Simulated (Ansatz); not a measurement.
Ge₂H₆O₂, SMILES `[OH][GeH2][GeH2][OH]`. Charge 0, multiplicity 1.

```xyz
10

O    -1.4850   -1.8417   -0.7455
Ge   -0.1568   -1.2003    0.2695
Ge    0.4725    1.0324   -0.4989
O     1.5248    1.8205    0.7166
H    -2.3037   -1.3545   -0.6309
H     0.9650   -2.2343    0.1054
H    -0.6163   -1.1483    1.7461
H     1.3293    1.0140   -1.7718
H    -0.7909    1.8968   -0.7241
H     1.0609    2.0154    1.5337
```

(1) List the harmonic frequencies (cm⁻¹, unscaled) at PBE0-D4/def2-TZVP in Ansatz. (Estimate.)

(2) Is this a minimum?

(3) Give the ideal-gas thermochemistry at 298.15 K and 1 bar (rigid rotor, harmonic oscillator; point group C2, symmetry number 2).

(4) And at 400, 500, 600, 800 and 1000 K?

Answers

(1) Ansatz gave: 36, 88, 161, 177, 189, 276, 329, 488, 642, 668, 678, 693, 736, 787, 850, 874, 937, 945, 2099, 2106, 2167, 2175, 3897, 3898.

(2) Yes, all 24 modes are real.

(3) Zero-point energy 154.9 kJ/mol; H(298) − E = 179.0 kJ/mol; entropy 377.7 J/(mol·K), of which translation 173.8, rotation 110.7, vibration 93.2; G(298) − E = 66.4 kJ/mol. Modes under 100 cm⁻¹ are hindered rotations or soft bends, so the harmonic entropy is rough.

(4) 
```tsv
T (K)	H − E (kJ/mol)	S (J/mol/K)	G − E (kJ/mol)
400	192.4	416.4	25.9
500	207.3	449.5	-17.5
600	223.4	478.8	-63.9
800	258.1	528.7	-164.8
1000	295.4	570.3	-274.8
```
